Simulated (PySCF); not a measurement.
**Cl²⁺: excitation energy**

Cl²⁺ [Ne] 3s2 3p3 (4S) → Cl²⁺ [Ne] 3s1 3p3 4s1 (6S), as a difference of total energies. Computed with PySCF 2.14 in aug-cc-pV(Q+d)Z (7s6p5d3f2g, 89 functions), with no relativity, point nucleus. Correlated levels: valence: [Ne] frozen. The calculations carry no spin-orbit coupling.

```json
{"method": "UHF", "excitation energy (cm⁻¹)": "225690"}
{"method": "MP2 (valence)", "excitation energy (cm⁻¹)": "239810"}
{"method": "SCS-MP2 (valence)", "excitation energy (cm⁻¹)": "244960"}
{"method": "CCSD (valence)", "excitation energy (cm⁻¹)": "241490"}
{"method": "CCSD(T) (valence)", "excitation energy (cm⁻¹)": "242160"}
```

The promoted electron is Rydberg-like, and one or two diffuse shells describe it only roughly, which tends to raise the upper state.
